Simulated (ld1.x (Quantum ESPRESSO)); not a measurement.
## Which change was made? (N, ultrasoft)

```json
{
 "Element": "nitrogen",
 "Generator": "ld1.x (Quantum ESPRESSO) 7.5",
 "Type": "ultrasoft",
 "Functional": "PBE",
 "Relativity": "non-relativistic",
 "Frozen core": "[He]",
 "Valence charge": "5",
 "Reference configuration": "2s2 2p2.5 (charge +0.5)",
 "Partial waves": "2s (bound): rcut 0.95, rcutus 1.10 bohr; 2s channel at -1.3 Ry: rcut 0.95, rcutus 1.10 bohr; 2p (bound): rcut 1.65, rcutus 2.10 bohr; 2p channel at 0.05 Ry: rcut 1.65, rcutus 2.10 bohr; 3d channel at 0.4 Ry: rcut 1.70, rcutus 2.00 bohr",
 "Local potential": "all-electron potential smoothed inside 1.50 bohr (lloc = -1)",
 "Core correction": "a·sin(br)/r model core inside 0.60 bohr",
 "Augmentation charge": "PSQ, inside the norm-conserving radii"
}
```

Cutoffs, loose and tight: the cutoffs (Ry, on a coarse ladder) from which the occupation-weighted sum of valence levels, in a spherical-Bessel basis at the reference potential, stays within 10 and 1 mRy of its value at 400 Ry. They do not see the model core or the augmentation charge, which bear on the density cutoff. Test errors are all-electron minus pseudo excitation energies from the reference, over the configurations 2s2 2p3; 2s2 2p2; 2s2 2p1; 2s2 2p3.3; 2s2 2p0; 2s0 2p5; 2s1 2p3; variants that change the core or the reference have their own tests.

The base gives: outcome: generated; cutoff, loose: 15 Ry; cutoff, tight: 25 Ry; bound ghosts: none; largest test error (meV): +206.

Problem. After one change the result is: outcome: generated; cutoff, loose: 30 Ry; cutoff, tight: 45 Ry; bound ghosts: none; largest test error (meV): +171. Which change was it?
A. all radii but the core radius scaled by about 0.85 (s 0.94, p 1.80, d 1.70 bohr, rcut 0.82/1.40/1.46); local potential all-electron potential smoothed inside 1.28 bohr (lloc = -1)
B. core correction none
C. augmentation PSQ, radius 1.05 bohr
D. waves 2s (bound): rcut 0.95, rcutus 1.42 bohr; 2s channel at -1.3 Ry: rcut 0.95, rcutus 1.42 bohr

Solution. A. The others give: augmentation PSQ, radius 1.05 bohr → outcome: generated; cutoff, loose: 15 Ry; cutoff, tight: 25 Ry; bound ghosts: none; largest test error (meV): -49 | waves 2s (bound): rcut 0.95, rcutus 1.42 bohr; 2s channel at -1.3 Ry: rcut 0.95, rcutus 1.42 bohr → outcome: generated; cutoff, loose: 18 Ry; cutoff, tight: 25 Ry; bound ghosts: none; largest test error (meV): +223 | core correction none → outcome: generated; cutoff, loose: 15 Ry; cutoff, tight: 25 Ry; bound ghosts: none; largest test error (meV): +372.
